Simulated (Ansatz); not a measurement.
Relaxation of CH7NSSi (11 atoms, charge 0, multiplicity 1), to a largest force component of 0.015 eV/Å in at most 40 steps.

Method: Ansatz, RKS PBE-D4/def2-SVP.

```xyz
11
Properties=species:S:1:pos:R:3
C -1.000 0.949 -0.304
Si 0.085 -0.347 0.208
N 1.552 0.243 0.729
S 0.628 -1.618 -1.425
H -2.001 0.584 -0.689
H -1.273 1.690 0.510
H -0.597 1.596 -1.123
H -0.423 -1.135 1.308
H 1.534 0.499 1.772
H 2.271 -0.507 0.696
H -0.712 -2.012 -1.662
```

**Question.** Where does it end, and by what steps?

**Answer.** The run converged. After 8 steps the energy has fallen by 0.634 eV; H9 moved furthest, 0.61 Å.

| step | energy less start (eV) | largest force component (eV/Å) | accepted |
| --- | --- | --- | --- |
| 0 | 0.0000 | 3.147 | yes |
| 1 | -0.4372 | 1.372 | yes |
| 2 | -0.5372 | 0.344 | yes |
| 3 | -0.5905 | 0.188 | yes |
| 4 | -0.5985 | 0.645 | yes |
| 5 | -0.6246 | 0.328 | yes |
| 6 | -0.6328 | 0.095 | yes |
| 7 | -0.6335 | 0.024 | yes |
| 8 | -0.6336 | 0.014 | yes |

```xyz
11
Properties=species:S:1:pos:R:3
C -1.017 1.088 -0.220
Si 0.035 -0.431 0.133
N 1.566 0.129 0.735
S 0.530 -1.580 -1.644
H -1.988 0.790 -0.664
H -1.230 1.655 0.710
H -0.501 1.762 -0.934
H -0.758 -1.376 1.012
H 1.594 0.940 1.358
H 2.297 -0.545 0.974
H -0.463 -2.490 -1.441
```

Whether the end is a true minimum wasn't checked by a vibrational analysis.

Run time: 17 s on 2 threads of Arm Neoverse V2, on a shared host, peak memory 0.15 GiB.
